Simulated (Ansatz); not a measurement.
Reactions of `CO[Si](O)([SiH3])Cl`.

Program: Ansatz. Geometries: PBE0-D4/def2-TZVP. ΔE: electronic, gas phase. CBS: MP2 limit from def2 TZ/QZ plus the TZ coupled-cluster correction, frozen cores. This one scheme is used for every species. For Mg outer-core shells are correlated without core-valence functions, which leaves a few kJ/mol of doubt a bond. One conformer a species, not always the lowest.

(1) Order these by ΔE at CCSD(T)/CBS, lowest first. (An estimate is asked.)
A. `CO[Si](O)([SiH3])Cl` + `[OH][MgH]` → `[MgH][O][SiH3]` + `CO[SiH](O)Cl`
B. `CO[Si](O)([SiH3])Cl` + `O=C(O)O` → `O=C(O)O[SiH3]` + `CO[SiH](O)Cl`
C. `CO[Si](O)([SiH3])Cl` + `[OH][AlH2]` → `[AlH2][O][SiH3]` + `CO[SiH](O)Cl`
D. `CO[Si](O)([SiH3])Cl` + `COCS` → `COCS[SiH3]` + `CO[SiH](O)Cl`
E. `CO[Si](O)([SiH3])Cl` + `[SiH3][SiH]1BC1` → `[SiH3][Si]1([SiH3])BC1` + `CO[SiH](O)Cl`

Largest T1 diagnostic: 0.015, for `[SiH3][Si]1([SiH3])BC1`.

Results:

(1) A (-1.32 eV), C (-1.17 eV), B (-0.90 eV), D (-0.65 eV), E (-0.23 eV).
